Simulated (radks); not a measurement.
Problem. Method: scalar-relativistic Kohn-Sham, BLYP, spin-polarised, spherical densities, finite nucleus; open shells are filled with parallel spins first (spin-orbit coupling, left out, can overturn this in heavy ions); Fermi nuclear charge, rms radius of each element as measured or else 0.836 A^(1/3) + 0.57 fm; computed with a radial shooting solver on a logarithmic mesh with Libxc functionals. Each species is in its NIST ground configuration. Rank Ga3+, Tl3+, In3+, Al3+, B3+ by Delta-SCF ionisation energy (eV), largest first.

Solution. B3+ 259.49, Al3+ 120.38, Ga3+ 63.528, In3+ 56.031, Tl3+ 51.443.
